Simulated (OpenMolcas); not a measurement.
Cl II: effect of the IPEA shift

```json
{"Program": "OpenMolcas", "Basis": "ANO-RCC-VTZP [5s4p2d1f]", "Scalar Hamiltonian": "DKH2, point nucleus", "Active space": "6 electrons in 9 orbitals (RAS2 3s 3p; RAS3 3d, at most 2 electrons)", "State averaging": "2S+1 = 3 even, 3 roots; 2S+1 = 1 even, 6 roots; 2S+1 = 3 odd, 3 roots; 2S+1 = 1 odd, 3 roots", "Spin-orbit coupling": "state interaction with AMFI integrals over the reference wave functions, term energies averaged over their components"}
```

Methods on the same reference wave functions:
A. RASSCF
B. SS-RASPT2, IPEA 0 Eh, imaginary shift 0.1 Eh (closed shells correlated: 2s 2p)
C. SS-RASPT2, IPEA 0.25 Eh, imaginary shift 0.1 Eh (closed shells correlated: 2s 2p)

Energies in eV above 3s² 3p⁴ ³P₂, the measured ground level; measured values from NIST Handbook of Basic Atomic Spectroscopic Data.

| Level | A | B | C | Measured |
| --- | --- | --- | --- | --- |
| 3s² 3p⁴ ³P₂ | 0.0000 | 0.0000 | 0.0000 | 0.0000 |
| 3s² 3p⁴ ³P₁ | 0.0779 | 0.0780 | 0.0780 | 0.0863 |
| 3s² 3p⁴ ³P₀ | 0.1128 | 0.1128 | 0.1128 | 0.1235 |
| 3s² 3p⁴ ¹D₂ | 1.6676 | 1.501 | 1.502 | 1.4449 |
| 3s² 3p⁴ ¹S₀ | 3.6577 | 3.506 | 3.522 | 3.4564 |
| 3s 3p⁵ ³P°₂ | 11.7991 | 11.812 | 11.846 | 11.5761 |
| 3s 3p⁵ ³P°₁ | 11.8705 | 11.883 | 11.918 | 11.6545 |
| 3s 3p⁵ ³P°₀ | 11.9070 | 11.919 | 11.954 | 11.6959 |

Deviations, from unrounded energies. A percentage is the sum of absolute deviations over the sum of measured energies, with the sign that they share, or ± where signs differ.

| Against measurement | Levels | A | B | C |
| --- | --- | --- | --- | --- |
| mean absolute deviation (cm-1) | 7 | 1300 | 940 | 1100 |
| fine structure of the ground term (%) | 2 | -9.2 | -9.0 | -9.0 |
| other terms of the ground configuration (%) | 2 | +8.7 | +2.2 | +2.5 |
| other configurations (%) | 3 | +1.9 | +2.0 | +2.3 |

B lies closest to measurement on these levels and A furthest from it. The largest miss of B in the table is 3s 3p⁵ ³P°₂, by +1900 cm-1. The ranking rests on the paired levels alone, and a cruder setting can come out closer through cancelling errors.

Between B and C the level of the table that moves most is 3s 3p⁵ ³P°₁, by 280 cm-1 (lowest in B, highest in C). Moves below CASPT2's spread within the term are not significant.

From A to B the spin-free energies of the other terms of 3s² 3p⁴ shown, above ³P, scale by factors of 0.90 to 0.96.

The lowest spin-free term lies below A's lowest term by 0.072 hartree in B, 0.071 hartree in C.

CASPT2 breaks the degeneracy within a term, and the mean is taken; among the terms shown or strongly mixed into the levels shown the widest spread is 21 cm-1 (3s² 3p⁴ ¹D, C). The run also gave levels led by 3s² 3p³ 3d, which use shells meant for correlation; these and all levels above them are left out. Some terms mix strongly with configurations of 3d, whose occupation reaches 0.27 (3s 3p⁵ ³P°). Without dynamic correlation excited terms often stand tens of per cent too high (terms of higher spin than the ground term too low), and those without a measured partner can miss by more than the paired ones (holds for A). Measured partners are found by configuration, term and J. A level has none where our copy of the source lacks it or the pairing is in doubt (some pairs that miss far off the trend of their configuration count as doubtful), and it then counts in no deviation. Only configurations of the active space appear. The table leaves out levels that lie high or whose names do not pair safely across all columns.

° marks odd parity.
